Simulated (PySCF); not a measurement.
Isomers of C9H14, from PBE0-D3(BJ)/def2-SVP geometry optimisation, gas phase in PySCF 2.14.0. One conformer each, no zero-point energy, no frequencies.

Question: Which isomer lies lowest at this level?
A. `[CH2:1]=[CH:2][C:3]([CH3:4])([CH:5]=[CH2:6])[CH:7]1[CH2:8][CH2:9]1` with C1–C2–C3–C4 129°, C2–C3–C5–C6 -122°, C2–C3–C7–C8 -89°: A = 1683, B = 1677, C = 1172 MHz, dipole 0.18 D
B. `CC1=C(C)C(C)=C(C)C1` (tetramethylcyclopentadiene): A = 2209, B = 1456, C = 902.0 MHz, dipole 0.17 D
C. `[C:1]1=[CH:2][CH2:3][CH2:4][CH2:5][CH2:6][CH2:7][CH2:8][CH:9]=1` with C1–C2–C3–C4 -11°, C2–C3–C4–C5 -80°, C3–C4–C5–C6 66°, C4–C5–C6–C7 68°: A = 2131, B = 1604, C = 1056 MHz, dipole 0.60 D
D. `[CH3:1]/[C:2]1=[CH:3]/[CH2:4][CH2:5]/[CH:6]=[CH:7]\[CH2:8][CH2:9]1` with C2–C3–C4–C5 -75°, C3–C4–C5–C6 98°, C4–C5–C6–C7 -66°, C6–C7–C8–C9 67°: A = 2428, B = 1404, C = 984.8 MHz, dipole 0.28 D
E. `[CH3:1][CH2:2][CH2:3][C:4]1=[CH:5][CH:6]=[CH:7][CH2:8][CH2:9]1` with C1–C2–C3–C4 64°, C2–C3–C4–C5 -112°, C4–C5–C6–C7 -15°, C6–C7–C8–C9 31°, C7–C8–C9–C4 -45°, C3–C4–C9–C8 -152°: A = 2970, B = 1019, C = 950.8 MHz, dipole 0.65 D
F. `[CH2:1]=[C:2]([CH3:3])[C@@H:4]1[CH2:5][CH:6]=[CH:7][C@H:8]1[CH3:9]` with C1–C2–C4–C5 -126°, C2–C4–C5–C6 -152°, C4–C5–C6–C7 15°, C6–C7–C8–C9 -139°, C2–C4–C8–C7 153°: A = 2346, B = 1325, C = 1046 MHz, dipole 0.49 D

Answer: B. That is tetramethylcyclopentadiene, `CC1=C(C)C(C)=C(C)C1`, 8.3 kcal/mol below the next.

```
                  SMILES                                                       mapped SMILES      E (Eh)  relative (kcal/mol)  relative (kJ/mol)  dipole (D)
     CC1=C(C)C(C)=C(C)C1   [CH3:1][C:2]1=[C:3]([CH3:4])[C:5]([CH3:6])=[C:7]([CH3:8])[CH2:9]1  -350.72008                  0.0                0.0        0.17
           CCCC1=CC=CCC1      [CH3:1][CH2:2][CH2:3][C:4]1=[CH:5][CH:6]=[CH:7][CH2:8][CH2:9]1  -350.70680                  8.3               34.9        0.65
C=C(C)[C@@H]1CC=C[C@H]1C  [CH2:1]=[C:2]([CH3:3])[C@@H:4]1[CH2:5][CH:6]=[CH:7][C@H:8]1[CH3:9]  -350.69330                 16.8               70.3        0.49
       C/C1=C/CC/C=C\CC1  [CH3:1]/[C:2]1=[CH:3]/[CH2:4][CH2:5]/[CH:6]=[CH:7]\[CH2:8][CH2:9]1  -350.68718                 20.6               86.4        0.28
           C1=CCCCCCCC=1     [C:1]1=[CH:2][CH2:3][CH2:4][CH2:5][CH2:6][CH2:7][CH2:8][CH:9]=1  -350.66946                 31.8              132.9        0.60
       C=CC(C)(C=C)C1CC1  [CH2:1]=[CH:2][C:3]([CH3:4])([CH:5]=[CH2:6])[CH:7]1[CH2:8][CH2:9]1  -350.64563                 46.7              195.4        0.18
```

As drawn, the highest has a three-membered ring and a quaternary carbon, which the lowest lacks.
